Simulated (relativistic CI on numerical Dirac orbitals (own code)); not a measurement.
Co5+: M2,3 absorption edge

Computed with this model: Dirac-Coulomb-Breit CI, orbitals from a KLI potential per configuration, QED by a radiative potential, valence Slater integrals scaled by 0.8, multiplet model of core-to-valence dipole absorption; configurations [Ar] 3d4 → [Ne] 3s2 3p5 3d5; 10 K; Lorentzian 0.8 eV and Gaussian 0.3 eV FWHM. Energies are those of the free ion, without screening or charge transfer. The branching ratio is the share of the lower-energy edge in the whole absorption, uncertain by about 0.02 where the edges overlap. S is read from ⟨S²⟩ = S(S + 1).

Field parameters in Wybourne normalisation: Oh B⁴₀ = 21Dq, B⁴₄ = √(5/14) B⁴₀. The field is a parameter set, without covalency.

free ion: ground-state S = 2.00, centroid 70.02 eV. Peaks (eV, height): 60.3 (10), 64.9 (14), 66.7 (100), 68.2 (92), 76.2 (89).

Oh, 10Dq = 5900 cm⁻¹: ground-state S = 2.00, centroid 70.20 eV. Peaks (eV, height): 65.2 (13), 67.3 (100), 68.6 (43), 76.5 (50), 77.5 (49).

Oh, 10Dq = 13250 cm⁻¹: ground-state S = 2.00, centroid 70.32 eV. Peaks (eV, height): 64.8 (12), 67.6 (100), 69.5 (17), 77.1 (42), 78.1 (48).

Oh, 10Dq = 20650 cm⁻¹: ground-state S = 1.99, centroid 70.43 eV. Peaks (eV, height): 59.1 (7), 65.1 (23), 67.7 (100), 70.7 (11), 77.8 (49), 78.6 (55).

Oh, 10Dq = 28050 cm⁻¹: ground-state S = 1.57, centroid 71.77 eV. Peaks (eV, height): 59.2 (14), 61.4 (12), 63.4 (13), 65.6 (37), 67.8 (100), 69.4 (57), 71.2 (30), 74.4 (32), 76.3 (36), 78.6 (47), 79.4 (53), 81.8 (18), 82.9 (14), 83.5 (15).

Oh, 10Dq = 35400 cm⁻¹: ground-state S = 1.02, centroid 73.45 eV. Peaks (eV, height): 59.1 (26), 61.5 (24), 63.4 (25), 65.1 (23), 68.7 (79), 72.0 (78), 75.3 (96), 77.3 (100), 79.6 (20), 80.5 (23), 82.1 (28), 82.9 (41), 84.3 (29), 84.9 (31).

Strongest unbroadened transitions for Oh, 10Dq = 13250 cm⁻¹:

| Energy (eV) | Relative strength |
| --- | --- |
| 64.18 | 4.4 |
| 66.40 | 5.7 |
| 67.05 | 10.6 |
| 67.18 | 9.2 |
| 67.26 | 9.8 |
| 67.27 | 16.4 |
| 67.44 | 58.5 |
| 67.55 | 85.3 |
| 67.62 | 17.8 |
| 67.91 | 29.5 |
| 68.12 | 93.6 |
| 69.57 | 11.3 |
| 69.61 | 4.2 |
| 70.10 | 8.9 |
| 77.08 | 46.8 |
| 77.11 | 39.2 |
| 77.91 | 6.8 |
| 78.10 | 100.0 |
